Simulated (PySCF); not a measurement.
# M06 on Fe (iron, neutral)

Configuration: [Ar] 3d5 4s2 4p1, high-spin 7P determinant (an excited configuration). Calculation: PySCF 2.14, in dyall-av2z (16s12p7d2f, 101 functions); no relativity, point nucleus.

```json
{"Total energy": "-1263.420 hartree", "One-electron energy": "-1737.499 hartree", "Hartree (Coulomb) energy": "529.421 hartree", "Exchange-correlation energy": "-55.342 hartree", "Kinetic energy": "1262.31408 hartree", "⟨S²⟩": "12.0035", "⟨L²⟩": "2.026", "Sum of ⟨r⟩": "23.00 bohr", "Sum of ⟨r²⟩": "46.70 bohr²", "Traceless quadrupole moment −½Σ⟨3z² − r²⟩ along its main axis": "-6.22 e·bohr²", "Density at the nucleus (Gaussians lack the cusp)": "11800 bohr⁻³", "Spin density at the nucleus": "0.250 bohr⁻³", "Langevin diamagnetic susceptibility": "-37.0 ×10⁻⁶ cm³/mol", "Time after the integrals": "about 13 core-seconds"}
```

```csv
shell,electrons,mean orbital energy (hartree),spread (hartree),"rms radius, mean of both spins (bohr)"
1s α,1,-256.69033,0,0.0685
1s β,1,-256.68977,0,0.0685
2s α,1,-30.66033,0,0.293
2s β,1,-30.57890,0,0.293
2p α,3,-26.43109,0.00107,0.262
2p β,3,-26.35317,0.00308,0.262
3s α,1,-4.00086,0,0.873
3s β,1,-3.72883,0,0.873
3p α,3,-2.74032,0.00681,0.926
3p β,3,-2.45169,0.00873,0.926
3d α,5,-0.70168,0.00964,1.14
4s α,1,-0.31957,0,2.93
4s β,1,-0.27440,0,2.93
4p α,1,-0.12558,0,3.97
```
